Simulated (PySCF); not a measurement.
Simulation results for CH$_{7}$BGeN

Computed with PySCF 2.14.0. Calculation on a computer-drawn molecule: optimised geometry and harmonic frequencies of an isolated molecule of the commonest isotopes, restricted reference for singlets and unrestricted otherwise, frozen core in MP2; on germanium a core potential holds 10 electrons, which the energies leave out, and 3d is frozen in MP2 and coupled-cluster steps.

### CH$_{7}$BGeN

Start structure:
```xyz
11
CH7BGeN
B     -0.5920    -3.4246    -1.5752
Ge    -0.7136    -1.5475    -1.8177
C     -2.6949    -0.6944    -1.2687
N     -2.9218    -0.5529     0.1984
H     -0.7972    -4.5110    -1.4208
H     -0.5860    -1.0493    -3.2099
H      0.2139    -0.6798    -0.9863
H     -2.5440     0.3046    -1.7335
H     -3.3871    -1.4066    -1.7808
H     -3.3285    -1.3010     0.6754
H     -2.5197     0.1882     0.6041
```

Here we set charge 1, multiplicity 1, method HF, basis cc-pVDZ and basis and core potential on germanium cc-pVDZ-PP ECP10MDF.

The calculation gives: rotational constants 8.074, 2.797, 2.339 GHz; total energy -414.1089 hartree; convergence status largest gradient component 2.58e-05 hartree/bohr.

Drawn bonds:
```tsv
atom	other atom	order
1	2	1
2	3	1
3	4	1
1	5	1
2	6	1
2	7	1
3	8	1
3	9	1
4	10	1
4	11	1
```

Optimised structure:
```xyz
11
CH7BGeN
B     -0.7269    -3.4054    -1.5403
Ge    -0.8669    -1.2845    -1.7712
C     -2.7138    -0.6486    -1.2822
N     -3.0105    -0.5109     0.1077
H     -0.6490    -4.5834    -1.4319
H     -0.4496    -1.1922    -3.2374
H      0.2464    -0.8488    -0.8231
H     -2.7832     0.3200    -1.7791
H     -3.4365    -1.3005    -1.7707
H     -3.0485    -1.3705     0.6216
H     -2.4323     0.1507     0.5917
```

Modes:
```tsv
frequency (cm⁻¹)	reduced mass (dalton)
63.62	2.44
138.4	2.415
239.2	2.4
327.4	1.125
374.8	1.273
461.6	4.939
496.2	1.905
580.7	1.135
636.5	1.598
754.9	1.34
789.2	1.27
812.7	1.274
850.8	1.218
926.7	1.029
1171	1.125
1189	3.261
1361	1.162
1473	1.227
1563	1.104
1787	1.099
2249	1.018
2257	1.022
2885	1.098
3224	1.062
3285	1.107
3760	1.05
3858	1.098
```
